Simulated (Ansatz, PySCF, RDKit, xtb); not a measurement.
Dimer: C2H2 (SMILES C#C) (first 4 atoms) with CH3NO (SMILES NC=O); geometry from B3LYP-D3(BJ)/def2-TZVP, rigid monomers moved along the line of their centres of mass till H4···O7 is 3.12 Å.
(charge 0, multiplicity 1):
```xyz
10

C     -0.0471     0.5566    -0.6018
C      0.3104    -0.1962     0.2602
H     -0.3539     1.2080    -1.3834
H      0.6060    -0.8313     1.0689
N     -0.5707     0.8605     4.1769
C     -0.0095    -0.2192     4.7638
O      0.5425    -1.1282     4.1773
H     -0.5508     0.9575     3.1720
H     -1.0105     1.5744     4.7299
H     -0.1002    -0.2018     5.8643
```

Monomers are frozen at their geometry in the pair; levels with a basis set take the counterpoise correction. Rows marked so take none.

Cores are frozen in the correlated methods. Rows in 3-21G, 6-31G* carry no dispersion term and start afresh at each structure (6-31G* with six Cartesian d functions). MP2/6-31G* freezes PySCF's default core.

Codes used: Ansatz (Gaussian basis) for Hartree–Fock, density functionals and correlated methods; PySCF for 3-21G rows, 6-31G* rows; RDKit for the force fields; xtb for the GFN methods. Each number belongs to the level named beside it.

```csv
level,interaction energy (kJ/mol)
MMFF94,-6.7
GFN1-xTB,-4.9
HF/6-31G*,-9.0
B3LYP/3-21G (no counterpoise),-14.6
B3LYP/def2-TZVPPD,-8.0
PBE0/def2-TZVPPD,-9.7
MP2/6-31G* (no counterpoise),___
MP2/aug-cc-pVDZ,___
SCS-MP2/aug-cc-pVDZ,-9.6
```

Problem. What belongs in the gaps?

Solution. 
- MP2/6-31G* (no counterpoise), interaction energy (kJ/mol): -13.8
- MP2/aug-cc-pVDZ, interaction energy (kJ/mol): -10.3

Ansatz is a quantum-chemistry and plane-wave program.
